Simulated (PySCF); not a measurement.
C₄H₆OSi, SMILES [SiH3]c1ccco1. Atoms are numbered in the order given.

```xyz
12

Si    -0.0084     2.0505     0.0000
C      0.0989     0.1850     0.0000
C      1.1619    -0.6794     0.0000
C      0.6191    -2.0085     0.0000
C     -0.7352    -1.8509     0.0000
O     -1.0625    -0.5417     0.0000
H     -0.7260     2.5428    -1.2104
H     -0.7260     2.5428     1.2104
H      1.3897     2.5660     0.0000
H      2.2144    -0.3972     0.0000
H      1.1644    -2.9511     0.0000
H     -1.5662    -2.5543     0.0000
```

Geometry: ωB97X-D3(BJ)/def2-SVP.

Computed with TDDFT-PBE/def2-SVPD (PySCF).

Vertical excitations. The molecule is in vacuum. State labels are in the subgroup Cs.

Computed lowest excited states:
```
state  symmetry  energy (eV)  λ (nm)      f                          main pairs
-----  --------  -----------  ------  -----  ----------------------------------
S1           A'         5.65     220  0.306                      HOMO→LUMO 93 %
S2           A"         5.69     218  0.000                   HOMO→LUMO+1 100 %
S3           A"         6.12     203  0.002                    HOMO→LUMO+2 99 %
S4           A'         6.12     202  0.010  HOMO−1→LUMO 59 %, HOMO→LUMO+3 37 %
S5           A"         6.25     199  0.001                    HOMO→LUMO+4 99 %
S6           A"         6.52     190  0.008                   HOMO→LUMO+5 100 %
S7           A"         6.88     180  0.003                 HOMO−1→LUMO+1 100 %
S8           A'         6.96     178  0.004                    HOMO→LUMO+6 89 %
S9           A"         6.96     178  0.007                   HOMO→LUMO+7 100 %
S10          A"         7.19     173  0.006  HOMO−2→LUMO 66 %, HOMO−4→LUMO 32 %
T1           A'         3.92     317      0                      HOMO→LUMO 98 %
T2           A'         5.20     239      0  HOMO−1→LUMO 75 %, HOMO→LUMO+3 25 %
T3           A"         5.63     220      0                   HOMO→LUMO+1 100 %
T4           A'         5.69     218      0  HOMO→LUMO+3 73 %, HOMO−1→LUMO 25 %
```
Triplets are in the Tamm–Dancoff approximation, which puts them higher than full response would, so one can lie above its singlet here.
